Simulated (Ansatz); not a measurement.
A nudged elastic band was laid between two geometries of CH₅B₂F (9 atoms, charge 0, multiplicity 1).

Computed with RKS PBE0-D4/def2-SVP in Ansatz.

```yaml
movable_images: 5
climbing_image: yes
spring: 5.0 eV/Å²
optimiser: quadratic models (default)
start_path: through a guess of the saddle point
force_threshold: 0.03 eV/Å
iteration_limit: 60
end_points: relaxed
```

First end point:

```xyz
9
Properties=species:S:1:pos:R:3
B -0.303 1.183 -0.469
C 0.549 0.138 0.302
B -0.179 -1.241 0.214
F -0.734 -1.768 1.296
H -0.451 1.081 -1.666
H -0.853 2.095 0.105
H 1.459 -0.024 -0.309
H 0.790 0.412 1.338
H -0.279 -1.876 -0.812
```

Last end point:

```xyz
9
Properties=species:S:1:pos:R:3
B -0.302 1.184 -0.470
C 0.548 0.139 0.303
B -0.179 -1.241 0.214
F -0.729 -1.771 1.296
H -0.856 2.093 0.104
H -0.447 1.082 -1.668
H 1.459 -0.025 -0.305
H 0.787 0.413 1.340
H -0.281 -1.873 -0.814
```

Q: What changes between the two ends?

A: No bond is made or broken. The dihedral H6–B1–C2–B3 goes from 113 to -65°. The two ends are copies of one structure, up to a mirror image or an exchange of like atoms.

Q: What energy profile does the band end with?

A: It converged. The highest image is number 2 of 0 to 6, 0.121 eV above the ends, which have the same energy within 2 meV. A vibrational analysis at the climbing image gives one clearly imaginary mode, 250i cm⁻¹: a first-order saddle point.

```json
{"image": "0", "path coordinate (Å)": "0.00", "energy (eV)": "0.000", "dihedral H6–B1–C2–B3 (°)": "113"}
{"image": "1", "path coordinate (Å)": "0.89", "energy (eV)": "0.043", "dihedral H6–B1–C2–B3 (°)": "153"}
{"image": "2", "path coordinate (Å)": "1.79", "energy (eV)": "0.121", "dihedral H6–B1–C2–B3 (°)": "-178"}
{"image": "3", "path coordinate (Å)": "2.50", "energy (eV)": "0.078", "dihedral H6–B1–C2–B3 (°)": "-156"}
{"image": "4", "path coordinate (Å)": "3.20", "energy (eV)": "0.038", "dihedral H6–B1–C2–B3 (°)": "-125"}
{"image": "5", "path coordinate (Å)": "3.91", "energy (eV)": "0.013", "dihedral H6–B1–C2–B3 (°)": "-92"}
{"image": "6", "path coordinate (Å)": "4.62", "energy (eV)": "0.000", "dihedral H6–B1–C2–B3 (°)": "-65"}
```

Q: What is the geometry of the highest image?

A: 
```xyz
9
Properties=species:S:1:pos:R:3:forces:R:3
B -0.350 1.184 -0.428 0.00 0.00 0.00
C 0.508 0.092 0.308 0.00 0.00 0.01
B -0.079 -1.327 0.107 -0.01 0.00 0.00
F -0.947 -1.816 0.986 0.00 0.00 0.00
H -1.366 0.925 -1.036 0.00 0.00 0.00
H 0.002 2.342 -0.387 0.00 0.00 0.00
H 1.542 0.212 -0.063 0.00 0.00 0.00
H 0.531 0.415 1.368 0.00 0.00 0.00
H 0.159 -2.027 -0.856 0.00 0.00 0.00
```

Q: What are the harmonic wavenumbers there?

A: 250i, 99, 208, 354, 588, 756, 831, 914, 956, 1025, 1097, 1111, 1183, 1249, 1325, 1412, 2564, 2611, 2654, 3042, 3102 cm⁻¹.

The band took 15 iterations and about 3 core-minutes.

Time of the run: 3 min on 1 CPU thread of a shared host.
